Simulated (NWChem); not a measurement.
Molecule: ZnSiH₃Br; SMILES [SiH3][Zn][Br]

```xyz
6

Zn    -0.0094    -0.4954    -0.0003
Br     0.0274     1.7604     0.0005
Si    -0.0481    -2.8543    -0.0006
H     -0.0672    -3.3889    -1.3985
H     -1.2623    -3.3691     0.7073
H      1.1587    -3.4092     0.6895
```
Atoms are numbered in this order, from 1.

Results from NWChem. Pople sets run with spherical d functions. All runs use the structure optimised with PBE0/def2-SVP. B3LYP is NWChem's, with the RPA form of VWN correlation. Vzz is the largest principal value of the second derivative of the potential at the nucleus (NWChem prints the opposite sign); η is the asymmetry. Non-relativistic.

```
level                   Vzz Zn1 (a.u.)  η Zn1  Vzz Br2 (a.u.)  η Br2
----------------------  --------------  -----  --------------  -----
Hartree-Fock/cc-pVTZ            -2.650   0.00           2.196   0.00
Hartree-Fock/def2-TZVP          -2.563   0.00           2.273   0.00
B3LYP/6-31G*                    -1.100   0.00           2.412   0.00
B3LYP/def2-SVP                     ___   0.00             ___   0.00
```

Problem. What belongs in the gaps?

Solution. 
- B3LYP/def2-SVP, Vzz Zn1 (a.u.): -1.143
- B3LYP/def2-SVP, Vzz Br2 (a.u.): 2.991
